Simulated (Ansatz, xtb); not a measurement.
## Relative energy of two isomers of C2H9GaGeO

We compare a, `[CH3][Ga]([GeH3])[CH2]O`, a singlet, with b, `[CH3][Ga]([OH])[CH2][GeH3]`, a singlet. Both are isolated molecules in the gas phase, relaxed with B3LYP/def2-SVP; the shapes shown needn't be the lowest conformers.

a (Å):

```yaml
atoms:
  - { symbol: C, position_ang: [1.7333, -0.5499, -1.7317] }
  - { symbol: C, position_ang: [-0.8320, 1.2959, -0.3160] }
  - { symbol: Ga, position_ang: [0.8698, 0.2550, -0.1278] }
  - { symbol: Ge, position_ang: [1.8060, 0.0476, 2.1497] }
  - { symbol: O, position_ang: [-1.2301, 1.7649, 0.9616] }
  - { symbol: H, position_ang: [1.1678, -0.3663, -2.6585] }
  - { symbol: H, position_ang: [1.8428, -1.6394, -1.5969] }
  - { symbol: H, position_ang: [2.7507, -0.1412, -1.8555] }
  - { symbol: H, position_ang: [3.1019, -0.8009, 2.2142] }
  - { symbol: H, position_ang: [0.7995, -0.6116, 3.1239] }
  - { symbol: H, position_ang: [2.1564, 1.4329, 2.7463] }
  - { symbol: H, position_ang: [-1.5946, 0.6380, -0.7882] }
  - { symbol: H, position_ang: [-0.6584, 2.1215, -1.0409] }
  - { symbol: H, position_ang: [-2.0509, 2.2672, 0.8717] }
```

b (Å):

```yaml
atoms:
  - { symbol: C, position_ang: [1.6702, 1.3365, -1.3214] }
  - { symbol: C, position_ang: [-0.9813, -0.7226, -0.1081] }
  - { symbol: Ga, position_ang: [0.9152, -0.1775, -0.3118] }
  - { symbol: Ge, position_ang: [-1.9837, 0.2761, 1.2659] }
  - { symbol: O, position_ang: [2.1857, -1.1629, 0.5084] }
  - { symbol: H, position_ang: [1.8253, 1.0357, -2.3710] }
  - { symbol: H, position_ang: [1.0069, 2.2145, -1.3162] }
  - { symbol: H, position_ang: [2.6475, 1.6152, -0.9002] }
  - { symbol: H, position_ang: [1.8784, -1.9410, 0.9897] }
  - { symbol: H, position_ang: [-1.5000, -0.5677, -1.0690] }
  - { symbol: H, position_ang: [-1.0432, -1.7950, 0.1387] }
  - { symbol: H, position_ang: [-3.4574, -0.1876, 1.3286] }
  - { symbol: H, position_ang: [-1.9615, 1.7896, 0.9517] }
  - { symbol: H, position_ang: [-1.3447, 0.0626, 2.6572] }
```

Task: Estimate which is lower in electronic energy at CCSD(T)/def2-SVP + ΔMP2/def2-TZVPP, and by roughly how much.

Result: The CCSD(T)/def2-SVP + ΔMP2/def2-TZVPP calculation puts structure b lower, by 1.532 eV.

Level by level:

```tsv
level	geometry	E(b) − E(a) (eV)	departure from the last row (eV)	job, with rough time for the two
B3LYP/def2-SVP	B3LYP/def2-SVP	−1.312	+0.220	optimisation, 5.9 min
HF/def2-SVP	B3LYP/def2-SVP	−1.400	+0.132	part of the CCSD(T) run
MP2/def2-SVP	B3LYP/def2-SVP	−1.639	−0.108	part of the CCSD(T) run
CCSD(T)/def2-SVP	B3LYP/def2-SVP	−1.494	+0.038	single point
CCSD(T)/def2-SVP + ΔMP2/def2-TZVPP	B3LYP/def2-SVP	−1.532		single point, 3.1 min
```

As drawn, b has 1 Ga–O, 1 C–Ge in place of 1 Ga–Ge, 1 C–O.

The levels shown agree on the order. The largest departure from CCSD(T)/def2-SVP + ΔMP2/def2-TZVPP is that of B3LYP/def2-SVP, 0.220 eV. No reliable frequencies are at hand for a, so it isn't confirmed as a minimum. Levels run at GFN2-xTB geometries aren't shown. The last row adds to CCSD(T) the change of the MP2 difference between the two basis sets, here −0.038 eV.

The correlated steps freeze 21 core orbitals; the filled d shell of Ga and Ge is correlated, in a basis made for valence electrons. Codes used: Ansatz 0.2.0, xtb 6.7.1; the last row on 2 threads of Arm Neoverse V2 on a shared host.
